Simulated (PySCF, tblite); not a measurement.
C2H9N3Si2.
Atom-mapped SMILES: `[N:1]#[C:2][Si@@H:3]([NH2:4])[CH2:5][NH:6][SiH3:7]` (hydrogens: H8 on Si3; H9, H10 on N4; H11, H12 on C5; H13 on N6; H14, H15, H16 on Si7)

Jobs on this species (16 atoms, 70 electrons) with PySCF (density fitting) and tblite. Hardware of each: Arm Neoverse N1, one thread, shared host. The host was shared with other jobs, so the times are rough.

```json
{"level and settings": "GFN2-xTB", "work": "Hessian by finite differences", "basis functions": "–", "SCF cycles": "–", "wall time": "0.97 s"}
{"level and settings": "PBE0/pcSseg-1", "work": "shieldings, charges and field gradients", "basis functions": "178", "SCF cycles": "?", "wall time": "?"}
{"level and settings": "GFN2-xTB", "work": "L-BFGS relaxation", "basis functions": "–", "SCF cycles": "–", "wall time": "?"}
{"level and settings": "CAM-B3LYP/def2-SVPD", "work": "8 singlets by full TDDFT, 3 Tamm–Dancoff triplets, polarisability", "basis functions": "220", "SCF cycles": "13", "wall time": "93 s"}
```

Problem. Fill in the missing figures.

Solution. 
- PBE0/pcSseg-1; shieldings, charges and field gradients: 46 s, 14 SCF cycles
- GFN2-xTB; L-BFGS relaxation: 1.5 s

Problem. What do all jobs in the table cost together?

Solution. About 2.4 min; the longest takes about 66 % of that, and about 96 times as long as the shortest.
